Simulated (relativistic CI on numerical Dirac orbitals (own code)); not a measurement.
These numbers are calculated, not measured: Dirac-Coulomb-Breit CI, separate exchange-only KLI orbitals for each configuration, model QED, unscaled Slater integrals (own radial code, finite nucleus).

The strongest absorption lines from the ground level of an ion, among the configurations computed and to levels below about 5240 eV (vacuum wavelength in nm, gf): 0.25061 (0.3), 0.26161 (0.53), 0.30850 (0.32), 0.31306 (0.12), 0.32138 (1.5), 0.33840 (2.1), 0.34403 (0.12), 0.36573 (0.14).

Problem. Which ion is it?
A. In⁴¹⁺
B. In³⁹⁺
C. In³⁷⁺
D. Te⁴²⁺

Solution. B. In³⁹⁺ has 10 electrons and the ground level 2s²2p⁶ ¹S0; the strongest line goes to 2s²2p⁵3d ¹P°1. The pattern of lines fixes the number of electrons, and along that sequence the line energies rise steadily with the charge (about as its square where n changes within one kind of shell, about linearly where n is kept but much faster in heavy ions where fine structure, which grows about as Z⁴, sets the gap, and irregularly where shells cross), which fixes Z. Configurations outside the model, such as inner-shell arrays, can give stronger lines. At this charge energies of transitions that change n are usually good to better than 1 %, and those within a shell (Δn = 0) to a few per cent.

LS names give the leading component of a level, which can be under half, so a name can repeat, a term be missing and a line seem to break the LS rules.
